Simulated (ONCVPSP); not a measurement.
# LDA (Perdew-Zunger) ONCV dataset for V, scalar-relativistic all-electron reference.

* Element: V
* Generator: ONCVPSP 4.0.1
* Type: optimised norm-conserving Vanderbilt (ONCV)
* Functional: LDA (Perdew-Zunger)
* Relativity: scalar-relativistic
* Frozen core: [Ar]
* Valence charge: 5
* Reference configuration: 3d3 4s1 (charge +1)
* Partial waves: 4s: rc 2.60 bohr, ncon 4, nbas 7, qcut 3 1/bohr, 1 projector; p scattering state at 0.23 Ha: rc 2.50 bohr, ncon 3, nbas 6, qcut 3.2 1/bohr, 1 projector; 3d: rc 1.55 bohr, ncon 4, nbas 8, qcut 9.9 1/bohr, 2 projectors, debl 3.4 Ha
* Local potential: polynomial inside 1.15 bohr (lpopt 5, dvloc0 0 Ha)
* Core correction: Teter function, fcfact 2, rcfact 1.55

In the p channel the program set the typed energies aside and used 0.050 Ha.

All-electron outer shells of the reference configuration (LDA (Perdew-Zunger), scalar-relativistic, ld1.x):

```json
{"shell": "3p", "level (eV)": "-51.64", "outermost node (bohr)": "0.35", "outermost maximum (bohr)": "0.84"}
{"shell": "3d", "level (eV)": "-12.92", "outermost node (bohr)": "–", "outermost maximum (bohr)": "0.88"}
{"shell": "4s", "level (eV)": "-11.17", "outermost node (bohr)": "1.17", "outermost maximum (bohr)": "2.59"}
```

Problem. Estimate the cutoffs (Ha) at which the residual kinetic energy of the hardest occupied pseudo-wave falls to 1 and 0.1 mHa per electron.

Solution. 38 Ha and 43 Ha.

Problem. Does the potential have ghost states?

Solution. Ghosts flagged at negative energy: s at -119.8 eV, p at -9.7 eV (the flag in p may be a real empty level of the ion) (a further GHOST(-) flag falls on a real empty level of the atom); no localised positive-energy state flagged. A true bound ghost makes a file unfit for plane-wave use.

Problem. Which valence shell sets the plane-wave cutoff?

Solution. 3d: 38 Ha for 1 mHa per electron, against 3 Ha for 4s.

Its largest configuration-test error is -46 meV (3d3 4s0). 1 of 4 tests not solved or not reliable.
